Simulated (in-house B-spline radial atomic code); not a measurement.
How numerical settings move a run on P+, [Ne] 3s2 3p2. Computed with an all-electron radial atomic-structure program (B-spline basis): scalar-relativistic (X2C) OLYP, spin-polarised, spherical fractional occupations, Fermi nucleus of rms radius 3.1889 fm.

Command:
```bash
python run_scf.py task.json out
```
Settings of the sound reference run:
```
Z                15
electrons        14
configuration    [Ne] 3s2 3p2
hamiltonian      x2c
method           optx,lyp
spin_polarised   True
nucleus          fermi
rms_radius       3.1889
mass_number      31
atomic_mass      30.97376
speed_of_light   137.036
knot_spacing     0.22
spline_order     8
gauss_points     12
box_radius       35.29
max_iterations   70
damping          0.5
damped_steps     3
diis_vectors     10
tolerance        1e-08
start            Thomas-Fermi
```

Cost of the run: 0.35 s on 1 thread of Arm Neoverse N1 (shared host).

It converges in 10 iterations to -341.727361 hartree, with 3p up at -14.9085 eV. The other runs change the listed settings, some to values that make no sense; their results aren't properties of the atom or ion. Radii are in bohr (the nuclear one in fm), a minus after a letter asks for a j subshell, and «unchanged» means within 1e-8 hartree. The run stops when the residual is below 10 × tolerance × max(1, Z/10), or a noise floor if that is larger, and the energy moves by less than 1e-8 × √|E| hartree; so very loose and very tight tolerances often act alike.

| changed settings | outcome |
| --- | --- |
| hamiltonian = dirac, method = hf | stopped with error: spin polarisation is not served with the Dirac Hamiltonian |
| gauss_points = 6, first_knot = 6.67e-06, max_iterations = 2, damping = 0.8 | not converged after 2 iterations, last residual 9.1e-02, last energy +2.06e-01 hartree from the reference |
| gauss_points = 4, first_knot = 0.02, max_iterations = 100, damping = 0.8 | converged in 10 iterations, energy -7.64e+03 hartree from the reference, 3p up level +4.0e+00 eV |
| spline_order = 5 | converged in 10 iterations, energy +5.42e-06 hartree from the reference, 3p up level +2.8e-05 eV |
| spline_order = 10 | converged in 9 iterations, energy +3.30e-06 hartree from the reference, 3p up level +3.7e-05 eV |
| start = bare nucleus | converged in 10 iterations, energy unchanged, 3p up level -1.5e-06 eV |
| tolerance = 1e-13 | converged in 10 iterations, energy unchanged |
| tolerance = 1e-06 | converged in 8 iterations, energy unchanged, 3p up level -2.0e-04 eV |
| gauss_points = 6, max_iterations = 60, tolerance = 0.001 | converged in 8 iterations, energy +1.06e-07 hartree from the reference, 3p up level -2.0e-04 eV |
| spline_order = 3 | converged in 10 iterations, energy +5.95e-03 hartree from the reference, 3p up level -1.0e-03 eV |

Q: What happens with spline_order = 6?

A: Converged in 10 iterations, energy +4.20e-07 hartree from the reference, 3p up level -6.0e-05 eV.

Q: What happens with spline_order = 7?

A: Converged in 10 iterations, energy +4.14e-06 hartree from the reference, 3p up level +2.1e-05 eV.

Q: What happens with electrons = 22, configuration = [Ne] 3s2 3p2 5s2 5p6, max_iterations = 75?

A: Converged in 42 iterations to -340.9704 hartree, a different physical problem (warning: 5s up has a positive eigenvalue: unbound, held by the box).

Q: What happens with spline_order = 4?

A: Converged in 10 iterations, energy +8.74e-05 hartree from the reference, 3p up level -1.3e-04 eV.
